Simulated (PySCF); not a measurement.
**Excitation energy of Os by level of theory**

Os [Xe] 4f14 5d6 6s2 (5D) → Os [Xe] 4f14 5d8 (3F), as a difference of total energies. All numbers are calculated (PySCF 2.14, the spin-free X2C one-electron Hamiltonian (Gaussian nucleus), in x2c-TZVPPall). Correlated levels: valence: [Xe] 4f14 frozen. The calculations carry no spin-orbit coupling.

```json
{"method": "UHF", "excitation energy (eV)": "4.044"}
{"method": "LDA", "excitation energy (eV)": "2.931"}
{"method": "PBE", "excitation energy (eV)": "2.960"}
{"method": "PBE0", "excitation energy (eV)": "3.030"}
{"method": "r2SCAN", "excitation energy (eV)": "3.382"}
{"method": "LC-wPBE", "excitation energy (eV)": "2.936"}
{"method": "r2SCAN0", "excitation energy (eV)": "3.339"}
{"method": "revPBE", "excitation energy (eV)": "2.928"}
{"method": "MP2 (valence)", "excitation energy (eV)": "3.128"}
{"method": "SCS-MP2 (valence)", "excitation energy (eV)": "2.852"}
```

Question: How much does correlation contribute at MP2 (valence)?

Answer: 3.128 − (4.044) = -0.916 eV, measured against UHF.

A first-order spin-orbit estimate (lowest level to lowest level, LS coupling) adds -0.131 eV.
